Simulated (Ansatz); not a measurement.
Input file for C2H7B2N (`NBC1BC1`):

```yaml
crystal:
  periodic: [false, false, false]
  atoms:
    - {symbol: N, position_ang: [-1.633578, -1.365765, 0.647008]}
    - {symbol: B, position_ang: [-0.861988, -0.535323, -0.166409]}
    - {symbol: C, position_ang: [0.392028, 0.200330, 0.352511]}
    - {symbol: B, position_ang: [1.669414, 0.173965, -0.487649]}
    - {symbol: C, position_ang: [0.878112, 1.457824, -0.429676]}
    - {symbol: H, position_ang: [-2.439554, -1.861022, 0.309377]}
    - {symbol: H, position_ang: [-1.433808, -1.532651, 1.618566]}
    - {symbol: H, position_ang: [-1.201524, -0.412134, -1.313790]}
    - {symbol: H, position_ang: [0.559629, 0.187384, 1.431375]}
    - {symbol: H, position_ang: [2.634954, -0.431643, -0.809364]}
    - {symbol: H, position_ang: [0.240661, 1.765521, -1.253275]}
    - {symbol: H, position_ang: [1.272658, 2.298414, 0.135327]}
basis:
  gaussian: {orbitals: def2-TZVPP}
correlation: {method: ccsd_t}
```

```sh
$ ansatz run in.yaml --threads 4 --pin off --events-out ev --progress --plain --max-ram 10444MiB
```

Log, shortened:

```
Functional definition: HF
1481 factors; integrals over basis functions are off by at most 1.1e-3 eV
mean field evaluation 1: about -4993.1181 eV, gradient 4.6e1 eV
mean field evaluation 2: about -4993.2915 eV, gradient 4.6e1 eV
mean field evaluation 4: about -4998.4679 eV, gradient 4.0e0 eV
mean field evaluation 8: about -4998.5354 eV, gradient 2.5e-1 eV
mean field -4998.53580009 eV, -183.6928025239 hartree, gradient 2.5e-6 eV, S^2 0.000000; 0 other end points of the search recorded, 0 dependent functions left out
5 core orbitals not correlated: weight in the atoms' cores, before any rotation towards them, 1.000 or more for the frozen orbitals, at most 0.000 for the correlated occupied ones
reference -4998.53580009 eV, -183.6928025239 hartree; 13, 13 occupied and 235, 235 virtual orbitals, 1481 factors
second order -20.20770562 eV of doubles, -0.00000000 eV of singles
cycle   1  -20.80140720 eV  change   -5.9e-1 eV  update   9.1e-2
cycle   2  -21.29271327 eV  change   -4.9e-1 eV  update   2.6e-2
cycle   3  -21.37860466 eV  change   -8.6e-2 eV  update   1.3e-2
cycle   4  -21.36927857 eV  change    9.3e-3 eV  update   3.9e-3
cycle   5  -21.36913832 eV  change    1.4e-4 eV  update   2.0e-3
cycle   6  -21.36925854 eV  change   -1.2e-4 eV  update   6.1e-4
cycle   7  -21.36896994 eV  change    2.9e-4 eV  update   2.6e-4
cycle   8  -21.36894172 eV  change    2.8e-5 eV  update   1.1e-4
cycle   9  -21.36898387 eV  change   -4.2e-5 eV  update   5.9e-5
cycle  10  -21.36896016 eV  change    2.4e-5 eV  update   2.9e-5
perturbative correction -0.89126538 eV, -0.0327533986 hartree
Total energy: -5020.79602563 eV, -184.5108507241 hartree
```

Hardware: 4 threads of an Arm Neoverse V2 on a shared host. Wall time 94 s, peak host memory 5.8 GiB.

The correlation energy is -22.260 eV, 4.0 % of it from (T); the T1 diagnostic reads 0.0119.
